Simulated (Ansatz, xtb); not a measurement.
C2H9GeNSi: which of two isomers lies lower

Structure a is `C=C[SiH2][GeH2][NH2]`, a singlet and structure b is `C=[CH][GeH2][SiH2]N`, a singlet. Both are isolated molecules in the gas phase, relaxed with PBE-D3(BJ)/def2-SVP, each in the lowest conformer that the search found.

Estimate which is lower in electronic energy at CCSD(T)/def2-SVP + ΔMP2/def2-TZVPP, and by roughly how much.

The CCSD(T)/def2-SVP + ΔMP2/def2-TZVPP calculation puts structure b lower, by 0.338 eV.

How the difference moves with the method:

```csv
level,geometry,E(b) − E(a) (eV),departure from the last row (eV),"job, with rough time for the two"
PBE-D3(BJ)/def2-SVP,PBE-D3(BJ)/def2-SVP,−0.289,+0.048,"optimisation, 4.4 min"
HF/def2-SVP,PBE-D3(BJ)/def2-SVP,−0.378,−0.040,part of the CCSD(T) run
MP2/def2-SVP,PBE-D3(BJ)/def2-SVP,−0.352,−0.014,part of the CCSD(T) run
CCSD(T)/def2-SVP,PBE-D3(BJ)/def2-SVP,−0.335,+0.003,single point
CCSD(T)/def2-SVP + ΔMP2/def2-TZVPP,PBE-D3(BJ)/def2-SVP,−0.338,,"single point, 3.7 min"
```

As drawn, b has 1 C–Ge, 1 N–Si in place of 1 C–Si, 1 Ge–N.

The levels shown agree on the order. The largest departure from CCSD(T)/def2-SVP + ΔMP2/def2-TZVPP is that of PBE-D3(BJ)/def2-SVP, 0.048 eV. Levels run at GFN2-xTB geometries aren't shown. The last row adds to CCSD(T) the change of the MP2 difference between the two basis sets, here −0.003 eV.

With thermal terms from frequencies at re-optimised GFN2-xTB minima (ideal gas, soft modes damped towards free rotors, one conformer each, 298.15 K, 1 atm): the zero-point term adds +0.012 eV; ΔH is −0.330 and ΔG −0.306 eV.

The correlated steps freeze 17 core orbitals; the filled d shell of Ge is correlated, in a basis made for valence electrons. Programs: Ansatz 0.2.0, xtb 6.7.1; the last row on 2 threads of AMD EPYC (Zen 3) on a shared host.
